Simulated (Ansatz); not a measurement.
Gas-phase electronic energies from Ansatz, PBE0-D4/def2-TZVP geometries. CCSD(T)/CBS adds triple-zeta CCSD(T) − MP2 to the extrapolated MP2 energy (def2 sets, frozen cores). Functionals use def2-TZVPP. B3LYP here is the variant with VWN-RPA as its local correlation; programs differ in this. For Ge outer-core shells are correlated without core-valence functions, which leaves a few kJ/mol of doubt a bond. Scalar relativity is left out up to krypton. One conformer a species, not always the lowest.

Consider the cleavage of the Si–Ge bond: `Cl[SiH](Cl)[GeH3]` + `C=C[SiH2]S` → `C=C[SiH2]S[SiH](Cl)Cl` + GeH₄.

(1) Is it downhill or uphill in electronic energy at CCSD(T)/CBS, and by how much? (Estimate.)

(2) What do these levels give: B3LYP-D4, r2SCAN, MP2/def2-QZVPP, SCS-MP2/def2-QZVPP, MP2/CBS(def2), CCSD/CBS(def2)? (Best estimate.)

Largest T1 diagnostic among the species: 0.012.

## Answers

(1) The calculation gave: Downhill: ΔE = -58.1 kJ/mol.

(2) Computed: B3LYP-D4 -59.5, r2SCAN -54.9, MP2/def2-QZVPP -68.3, SCS-MP2/def2-QZVPP -62.9, MP2/CBS(def2) -69.0, CCSD/CBS(def2) -54.3 kJ/mol.

The D4 term adds −18.4 kJ/mol with B3LYP and −10.8 kJ/mol with PBE0; it sums over pairs of atoms, weighted by their polarisabilities, and B3LYP, whose exchange is more repulsive, gets the larger term. From PBE to PBE0 (25 % exact exchange), in def2-TZVPP and without D4, ΔE moves by −3.7 kJ/mol. In def2-TZVPP, CCSD(T) changes the Hartree–Fock value by −9.4 kJ/mol (the triples alone add −3.8 kJ/mol) and MP2 by −20.2 kJ/mol.
